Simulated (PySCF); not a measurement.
System: C2H10N2O2Si, net charge 0, singlet state. 
Structure (B3LYP-D3(BJ)/def2-TZVP (Ansatz) minimum search):
SMILES: CO[Si](N)(OC)N
```xyz
17

Si     0.0834    -0.4969    -0.0089
O     -1.0030     0.3066    -0.9515
C     -2.0390     1.1067    -0.4142
O      0.8535     0.5838     0.9675
C      1.5685     1.6964     0.4645
N      1.0299    -1.2897    -1.1761
N     -0.5456    -1.5954     1.1243
H     -2.6340     1.4960    -1.2409
H     -2.6910     0.5223     0.2427
H     -1.6402     1.9502     0.1584
H      2.3717     1.3801    -0.2086
H      2.0087     2.2294     1.3078
H      0.9129     2.3830    -0.0806
H      1.7606    -1.9380    -0.9414
H      1.0371    -1.0088    -2.1411
H     -0.6384    -1.3662     2.0984
H     -1.0260    -2.4382     0.8628
```

Dispersion corrections to the total energy (kcal/mol) from the dftd3 and dftd4 libraries through PySCF: D3(BJ) without and D4 with the three-body term, each with the damping fitted for the functional named.

```json
[
 {"functional": "BP86", "D3(BJ)": "-13.96", "D4": "…"},
 {"functional": "B3LYP", "D3(BJ)": "…", "D4": "-14.57"},
 {"functional": "CAM-B3LYP", "D3(BJ)": "-7.08", "D4": "-7.94"},
 {"functional": "revPBE", "D3(BJ)": "-21.43", "D4": "-27.99"},
 {"functional": "B2GP-PLYP", "D3(BJ)": "-5.56", "D4": "…"},
 {"functional": "TPSS", "D3(BJ)": "-11.08", "D4": "-12.37"},
 {"functional": "PW6B95", "D3(BJ)": "-4.60", "D4": "-7.75"}
]
```

Q: Fill in the missing entries.

A: 
- BP86, D4: -12.36
- B3LYP, D3(BJ): -14.98
- B2GP-PLYP, D4: -3.97
